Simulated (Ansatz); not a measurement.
Consider the ligand exchange at the Sn–C bond: `F[CH2][SnH2][F]` + H–F → `[F][SnH2][F]` + `CF`.

Program: Ansatz. Geometries: PBE0-D4/def2-TZVP. ΔE: electronic, gas phase. CCSD(T)/CBS is the MP2 limit (def2-TZVPP, def2-QZVPP) plus CCSD(T) − MP2 in def2-TZVPP, frozen cores. This one scheme is used for every species. DFT in def2-TZVPP. HSE06 is defined as in plane-wave codes. Elements past krypton have def2 core potentials. For Sn outer-core shells are correlated without core-valence functions, which leaves a few kJ/mol of doubt a bond. Each species was taken in one conformer, which may not be the lowest.

| level | ΔE (kcal/mol) | difference from CCSD(T)/CBS |
| --- | --- | --- |
| revPBE-D4 | -21.2 | 0.5 |
| B97M-V | -26.2 | -4.5 |
| B2PLYP | -23.9 | -2.2 |
| HSE06 | -21.8 | -0.1 |
| CAM-B3LYP | -25.0 | -3.3 |
| MP2/def2-SVP | -25.6 | -3.9 |
| CCSD/def2-SVP | -25.0 | -3.3 |
| CCSD/def2-TZVPP | -21.6 | 0.1 |
| SCS-MP2/def2-QZVPP | -23.3 | -1.6 |
| HF/CBS(def2) | -28.5 | -6.8 |
| CCSD(T)/CBS | -21.7 | 0 |

Largest T1 diagnostic among the species: 0.014.

In def2-TZVPP, CCSD(T) changes the Hartree–Fock value by +6.4 kcal/mol (the triples alone add +0.5 kcal/mol) and MP2 by +6.5 kcal/mol. The D4 term adds +1.3 kcal/mol with B3LYP and +0.7 kcal/mol with PBE0; it sums over pairs of atoms, weighted by their polarisabilities, and B3LYP, whose exchange is more repulsive, gets the larger term. At CCSD(T), def2-SVP lies −2.9 kcal/mol from the extrapolated value and def2-TZVPP +0.6 kcal/mol.

B3LYP here is the variant with VWN-RPA as its local correlation; programs differ in this.
